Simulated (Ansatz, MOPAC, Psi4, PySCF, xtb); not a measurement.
Noncovalent pair: HCl (SMILES Cl) (first 2 atoms) with C2H6O (SMILES COC); geometry from B3LYP-D3(BJ)/def2-TZVP.
(charge 0, multiplicity 1):
```xyz
11

Cl    -0.425     0.488     0.355
H     -1.112     0.835    -0.672
C     -0.196    -1.213     3.479
O      0.753    -0.231     3.125
C      0.508     1.007     3.754
H     -1.210    -0.910     3.189
H     -0.184    -1.408     4.559
H      0.067    -2.126     2.948
H     -0.475     1.409     3.476
H      1.280     1.699     3.422
H      0.553     0.915     4.847
```

Monomers are frozen at their geometry in the pair; levels with a basis set take the counterpoise correction.

Correlated levels freeze the cores. The state reached by PM7 isn't checked; PM7 holds dispersion and hydrogen-bond terms.

The values were computed with Ansatz (an electronic-structure program); MOPAC for PM7 (differences of heats of formation); Psi4 for SAPT; PySCF for M06-2X, the dispersion terms; xtb for the GFN methods. 

```json
[
 {"level": "PM7", "interaction energy (meV)": "-86.0"},
 {"level": "GFN1-xTB", "interaction energy (meV)": "-5.3"},
 {"level": "PBE-D4/def2-TZVPPD", "interaction energy (meV)": "-77.4"},
 {"level": "PBE0/def2-TZVPPD", "interaction energy (meV)": "-22.3"},
 {"level": "PBE0-D3(BJ)/def2-TZVPPD", "interaction energy (meV)": "-68.2"},
 {"level": "M06-2X/def2-TZVPPD", "interaction energy (meV)": "-72.1"},
 {"level": "MP2/aug-cc-pV(D+d)Z", "interaction energy (meV)": "-67.4"},
 {"level": "SCS-MP2/aug-cc-pV(D+d)Z", "interaction energy (meV)": "-45.3"},
 {"level": "SAPT0/jun-cc-pV(D+d)Z", "interaction energy (meV)": "[?]"}
]
```

Q: What belongs in the gaps?

A: 
- SAPT0/jun-cc-pV(D+d)Z, interaction energy (meV): -38.5
